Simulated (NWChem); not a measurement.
A series in which one site is exchanged, each optimised at PBE0/def2-SVP with NWChem, gas phase unless a solvent is named. This build's default masses of Se (78.918 u) and Br (79.917 u) are each other's, which moves their modes by up to 0.6 %. Some are not confirmed as minima by frequencies. def2 effective core potentials on I; no spin-orbit coupling.

A: C[Se]Br (CH₃BrSe; site = Br)
B: C[Se]Cl (CH3ClSe; site = Cl)
C: C[Se]F (CH₃FSe; site = F)
D: C[Se]I (CH3ISe; site = I)

```tsv
quantity	A	B	C	D
vertical ionisation energy, ΔSCF, PBE/def2-SVP (eV)	?	8.60	8.77	8.20
static polarisability, PBE/def2-SVPD (bohr³)	?	58.1	43.8	80.7
lowest singlet excitation, PBE/def2-SVPD, TDA (eV)	?	2.67	2.98	2.18
```

Q: Complete the blanks.

A: 
- vertical ionisation energy, ΔSCF, PBE/def2-SVP (eV), A: 8.45
- static polarisability, PBE/def2-SVPD (bohr³), A: 66.4
- lowest singlet excitation, PBE/def2-SVPD, TDA (eV), A: 2.47
